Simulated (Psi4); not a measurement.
H3AlOS2 (SMILES [OH][Al]([SH])[SH]), singlet, geometry from GFN2-xTB (such geometries of metal compounds can be far from the true shape). Base run: CCSD(T)/def2-SVP in Psi4.

Psi4 was given this input:
```
memory 2 GB

molecule {
0 1
Al    0.35537872   -0.15679662    0.02921968
O     1.79928144   -0.86397662    0.33858318
H     2.66436275   -1.24244340    0.40096787
S    -1.14658004   -0.13190398    1.63986005
H    -0.31321079   -0.77093085    2.44614012
S    -0.10577813    0.74774576   -1.91491233
H    -1.32759622    1.11007478   -1.53479282
}

set {
  basis def2-svp
  freeze_core true
}

energy('ccsd(t)')
print_variables()
```

Task: The base was run again with changes. Order these runs by total energy, lowest first: method = mp3 | method = mp4 | method = ccsd.

Result: method = mp4 (ΔE vs base (kcal/mol) 0.63), method = ccsd (ΔE vs base (kcal/mol) 8.20), method = mp3 (ΔE vs base (kcal/mol) 12.07)
